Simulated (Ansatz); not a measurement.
`[F][SnH]([Cl])[Br]` + CH₃OH → `C[O][SnH]([F])[Cl]` + HBr  (ligand exchange at the Sn–Br bond)

Gas-phase electronic energies from Ansatz, PBE0-D4/def2-TZVP geometries. CCSD(T)/CBS is the MP2 limit (def2-TZVPP, def2-QZVPP) plus CCSD(T) − MP2 in def2-TZVPP, frozen cores. This one scheme is used for every species. Functionals use def2-TZVPP. HSE06 is defined as in plane-wave codes. def2 core potentials past Kr. For Br, Sn outer-core shells are correlated without core-valence functions, which leaves a few kJ/mol of doubt a bond. Scalar relativity is left out up to krypton. One conformer a species, not always the lowest.

```tsv
level	ΔE (kJ/mol)	difference from CCSD(T)/CBS
r2SCAN-D4	72.0	1.4
PBE0-D4	78.9	8.3
r2SCAN0-D4	78.4	7.8
ωB97M-V	72.5	1.9
r2SCAN0	79.2	8.6
HSE06	80.8	10.2
CAM-B3LYP	69.4	-1.2
CCSD/def2-TZVPP	67.5	-3.1
CCSD(T)/def2-TZVPP	64.8	-5.8
CCSD/CBS(def2)	73.4	2.8
CCSD(T)/CBS	70.6	0
```

Largest T1 diagnostic among the species: 0.014.

From PBE to PBE0 (25 % exact exchange), in def2-TZVPP and without D4, ΔE moves by +6.4 kJ/mol. At CCSD(T), def2-SVP lies −6.6 kJ/mol from the extrapolated value and def2-TZVPP −5.8 kJ/mol. Leaving LDA and LC-ωPBE aside and taking each functional with its dispersion term where it has one, the values, not all of them listed here, spread over 14.0 kJ/mol, from BLYP-D4 to HSE06-D4. LDA lies −4.7 kJ/mol from PBE without D4.
